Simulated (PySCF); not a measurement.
Cl3H3HfOSi, charge -1, multiplicity 2. Atoms are numbered in the order given.

```xyz
9

Hf     0.0358     0.1242     0.2177
Cl     1.8779     1.1389     1.4950
Cl    -0.2377    -1.7971     1.7116
Cl    -0.9174     2.2545    -0.5249
O     -0.4261    -0.8657    -1.4374
Si    -0.6600    -1.6672    -2.8439
H     -2.1033    -2.0250    -3.0347
H      0.1283    -2.9428    -2.8887
H     -0.2419    -0.8421    -4.0248
```
Charge -1, spin multiplicity 2.

The structure is a stationary point at PBE0-D3(BJ)/def2-SVPD. A frequency run showed that this geometry is not a minimum. The multiplicity is an assumed one; no other spin state was optimised. The isomer is the one that the SMILES or the coordinates give; other isomers of the formula were not compared. The def2 effective core potentials stand for the cores of Hf; spin–orbit coupling is left out. Other conformers were not sampled.

These are PySCF with CAM-B3LYP/def2-SVPD values and carry that method's errors.

Mulliken values depend strongly on the basis, most of all with diffuse functions as here. ESP charges are fitted to the potential on shells at 1.4 to 2.0 van der Waals radii. Atomic charges (e):

| atom | Mulliken | ESP fit | Mulliken spin |
|---|---|---|---|
| Hf1 | 1.19 | 0.60 | 1.13 |
| Cl2 | -0.67 | -0.43 | -0.02 |
| Cl3 | -0.69 | -0.44 | -0.03 |
| Cl4 | -0.69 | -0.44 | -0.03 |
| O5 | -0.38 | -0.26 | -0.05 |
| Si6 | -0.07 | 0.26 | 0.01 |
| H7 | 0.10 | -0.09 | 0.00 |
| H8 | 0.10 | -0.09 | 0.00 |
| H9 | 0.10 | -0.09 | 0.00 |
